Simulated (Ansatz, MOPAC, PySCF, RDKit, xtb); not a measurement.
Noncovalent pair: CH3F (SMILES CF) (first 5 atoms) with CH2O (SMILES C=O); geometry from B3LYP-D3(BJ)/def2-TZVP.
(charge 0, multiplicity 1):
```xyz
9

C     -0.5414    -0.1869    -0.1505
F     -0.4407     1.0388     0.5134
H     -0.5796    -0.9803     0.5948
H     -1.4522    -0.1788    -0.7491
H      0.3335    -0.3031    -0.7900
C     -0.3891     0.4197     3.2113
O     -0.4717    -0.7769     3.1502
H     -1.2827     1.0675     3.2748
H      0.5854     0.9417     3.2116
```

Interaction energies are E(AB) − E(A) − E(B) at the monomers' geometry in the complex; basis-set methods are counterpoise corrected. RDKit's UFF carries no charges.

The state reached by PM7 isn't checked; PM7 holds dispersion and hydrogen-bond terms.

Run with Ansatz (Gaussian basis) for Hartree–Fock, density functionals and correlated methods; MOPAC for PM7 (differences of heats of formation); PySCF for the dispersion terms; RDKit for the force fields; xtb for the GFN methods. 

Question: One of these levels gives -8.6 kJ/mol for the interaction energy. Which?
A. UFF
B. BHLYP-D3(BJ)/def2-TZVPPD
C. GFN-FF
D. PM7

Answer: D, PM7. The others give 3.6 (UFF), -12.6 (GFN-FF), -14.6 (BHLYP-D3(BJ)/def2-TZVPPD)

Ansatz is an electronic-structure program.
